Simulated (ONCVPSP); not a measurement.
Transferability test, ONCV potential for Cu

| Item | Value |
| --- | --- |
| Element | copper |
| Generator | ONCVPSP 4.0.1 |
| Type | optimised norm-conserving Vanderbilt (ONCV) |
| Functional | PBE |
| Relativity | scalar-relativistic |
| Frozen core | [Ne] |
| Valence charge | 19 |
| Reference configuration | 3s2 3p6 3d9 4s2 |
| Partial waves | 3s+4s: rc 0.95 bohr, ncon 4, nbas 8, qcut 16.8 1/bohr, 2 projectors; 3p: rc 1.20 bohr, ncon 5, nbas 8, qcut 11.7 1/bohr, 2 projectors, debl 1.1 Ha; 3d: rc 1.10 bohr, ncon 3, nbas 8, qcut 13.2 1/bohr, 1 projector |
| Local potential | polynomial inside 0.80 bohr (lpopt 5, dvloc0 6 Ha) |
| Core correction | Teter function fitted to the true core (icmod 2), fcfact 0.7 |

In the p channel the program set the typed energies aside and used -2.841, 0.250 Ha.

Energies are relative to the spin-unpolarised reference configuration 3s2 3p6 3d9 4s2; without spin polarisation the order of configurations can differ from experiment.

Question: Give the all-electron excitation energy and the error of the potential for: 3s2 3p6 3d10 4s1; 3s2 3p6 3d10 4s0; 3s2 3p6 3d9 4s0; 3s2 3p6 3d9 4s1 4p1.

Answer:

```tsv
valence configuration	charge	ΔE all-electron (eV)	error AE − PS (meV)
3s2 3p6 3d10 4s1	0	-1.972	-1.2
3s2 3p6 3d10 4s0	+1	6.178	+5.3
3s2 3p6 3d9 4s0	+2	27.511	+1.6
3s2 3p6 3d9 4s1 4p1	0	4.841	-0.2
```

Levels in the configuration 3s2 3p6 3d10 4s0:

| level | all-electron (eV) | pseudo (eV) |
| --- | --- | --- |
| 3s | -123.322 | -123.265 |
| 3p | -80.794 | -80.729 |
| 3d | -13.659 | -13.651 |
